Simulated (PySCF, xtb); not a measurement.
GaI3, SMILES [I][Ga]([I])[I].

Harmonic wavenumbers (cm⁻¹) from GFN2-xTB in xtb 6.7.1 at its own minimum, in rising order: 58, 58, 80, 163, 312, 312.

Question: What does PBE-D3(BJ)/def2-SVP run with PySCF 2.14.0 give at its own minimum? (An estimate is asked for; the answer gives what the named calculation found.)

Answer: 57, 57, 87, 153, 281, 281. Paired by order, the mean absolute difference is 14 cm⁻¹ and the zero-point energies are 1.4 and 1.3 kcal/mol.
